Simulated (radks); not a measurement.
The numbers below are computed, except where a source is named.
Coulomb parameter of the 4d shell of the molybdenum ion Mo+ in the model configuration [Kr] 4d3.5 5s1.5, as a second difference U = [E(n + 0.5) + E(n - 0.5) - 2 E(n)] / (0.5)^2 with all orbitals relaxed. "Bare": the charge of the atom changes with n. "Screened": the 5s shell takes up the change at fixed total charge, which measures U(4d,4d) + U(5s,5s) - 2 U(4d,5s). Code: a radial shooting solver on a logarithmic mesh with Libxc functionals. Model: Dirac Kohn-Sham, LDA (Slater exchange, Perdew-Wang correlation), spin-unpolarised, spherical densities, finite nucleus; open shells are shared between the two j in proportion to 2j + 1; Fermi nuclear charge, rms radius 4.4091 fm.

| case | configuration | E - E(n) (eV) |
|---|---|---|
| start | [Kr] 4d3.5 5s1.5 | 0.000 |
| bare +0.5 | [Kr] 4d4 5s1.5 | -5.850 |
| bare -0.5 | [Kr] 4d3 5s1.5 | 8.455 |
| screened +0.5 | [Kr] 4d4 5s1 | -1.015 |
| screened -0.5 | [Kr] 4d3 5s2 | 1.373 |

U(bare) = 10.421 eV, U(screened by 5s) = 1.433 eV.
